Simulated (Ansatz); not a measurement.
One change: `[CH3][Mo](=[O])(=[O])[Cl]` becomes `[CH3][Mo](=[O])(=[O])[OH]`.

Ansatz, PBE0-D4/def2-TZVP geometries, multiplicity 1. Each molecule was computed in one conformer, which needn't be the lowest.

Elements past krypton have def2 core potentials.

```json
{"property": "HOMO–LUMO gap (B3LYP/def2-TZVPP) / eV", "`[CH3][Mo](=[O])(=[O])[Cl]`": "5.58"}
{"property": "HOMO–LUMO gap (PBE/def2-TZVPP) / eV", "`[CH3][Mo](=[O])(=[O])[Cl]`": "3.86"}
{"property": "HOMO energy (PBE/def2-TZVPP) / eV", "`[CH3][Mo](=[O])(=[O])[Cl]`": "-7.88"}
{"property": "LUMO energy (ωB97M-V/def2-TZVPP) / eV", "`[CH3][Mo](=[O])(=[O])[Cl]`": "-1.18"}
{"property": "HOMO energy (PBE0/def2-TZVPP) / eV", "`[CH3][Mo](=[O])(=[O])[Cl]`": "-9.33"}
{"property": "HOMO energy (B3LYP/def2-TZVPP) / eV", "`[CH3][Mo](=[O])(=[O])[Cl]`": "-9.09"}
```

(1) What does the change do to each property? (An estimate is asked.)

Answers

(1) Computed: 
```
                             property  `[CH3][Mo](=[O])(=[O])[OH]`  shift
HOMO–LUMO gap (B3LYP/def2-TZVPP) / eV                         6.08   0.50
  HOMO–LUMO gap (PBE/def2-TZVPP) / eV                         4.24   0.38
    HOMO energy (PBE/def2-TZVPP) / eV                        -7.42   0.46
LUMO energy (ωB97M-V/def2-TZVPP) / eV                        -0.23   0.95
   HOMO energy (PBE0/def2-TZVPP) / eV                        -8.97   0.36
  HOMO energy (B3LYP/def2-TZVPP) / eV                        -8.74   0.35
```

With PBE0 the HOMO rises by 0.36 eV and the LUMO rises by 0.88 eV, so the gap widens by about 0.52 eV. PBE moves the HOMO by 0.46 eV and ωB97M-V by 0.34 eV.

B3LYP here is the variant with VWN-RPA as its local correlation; programs differ in this.
